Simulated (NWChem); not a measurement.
System: SiN2H4F2; SMILES F[Si](N)(F)N

```xyz
9

N     -0.2432    -1.3648     0.9917
Si     0.0000     0.0000     0.0058
N      0.2432     1.3648     0.9917
F      1.2664    -0.0315    -0.9869
F     -1.2664     0.0315    -0.9869
H     -0.7083    -2.1875     0.6308
H      0.4121    -1.5880     1.7289
H      0.7083     2.1875     0.6308
H     -0.4121     1.5880     1.7289
```
Atoms are numbered in this order, from 1.

All runs: NWChem. STO-3G and 3-21G are far too small for this property and stand as cheap habits. Coordinates come from a B3LYP/6-31G* (spherical d) optimisation. GIAO values for the isolated, static molecule; σ is the absolute isotropic shielding, δ = σ(reference) − σ with the isolated reference molecule computed at the same levels (19F: trichlorofluoromethane, 1H: tetramethylsilane, 15N: ammonia, 29Si: tetramethylsilane).

For level Hartree-Fock/STO-3G:

| Property | Value |
|---|---|
| δ N1 (ppm) | -45.5 |
| δ Si2 (ppm) | -9.3 |
| δ F4 (ppm) | -181.2 |
| δ H6 (ppm) | -1.08 |
| δ H7 (ppm) | -1.01 |

Task: How do the values read with level PBE0/pcSseg-1 instead?

Result: 
- δ N1 (ppm) = 21.7
- δ Si2 (ppm) = -54.9
- δ F4 (ppm) = -160.8
- δ H6 (ppm) = 0.89
- δ H7 (ppm) = 0.85
